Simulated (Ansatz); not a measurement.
The input (input.yaml):

```yaml
crystal:
  periodic: [false, false, false]
  atoms:
    - { symbol: Zr, position_ang: [0.25618, -0.302304, -0.081247] }
    - { symbol: O, position_ang: [0.401455, 0.05474, 2.118397] }
    - { symbol: H, position_ang: [-0.223303, 0.371119, 2.783101] }
    - { symbol: F, position_ang: [1.663836, 0.8796, -0.605338] }
    - { symbol: F, position_ang: [-1.517844, 0.425485, 0.023546] }
    - { symbol: F, position_ang: [-0.023609, -1.367444, -1.655486] }
    - { symbol: "N", position_ang: [0.92184, -2.044458, 1.111142] }
    - { symbol: H, position_ang: [0.328743, -2.877743, 1.113578] }
    - { symbol: H, position_ang: [1.885084, -2.374596, 1.011709] }
    - { symbol: H, position_ang: [0.666421, -1.043197, 2.079898] }
basis:
  gaussian: { orbitals: def2-SVP }
hamiltonian:
  xc: b3lyp
phonons: {}
```

Command:

```bash
$ ansatz run input.yaml --threads 4 --pin off --max-ram 5120MiB --backend cpu --events-out ev --progress --plain --runs-dir out
```

Hardware: 4 threads of Arm Neoverse V2, on a shared host.

Roughly how long does this run take, and how much memory?

89 s, with a peak of 0.29 GiB, for 0 ionic steps.
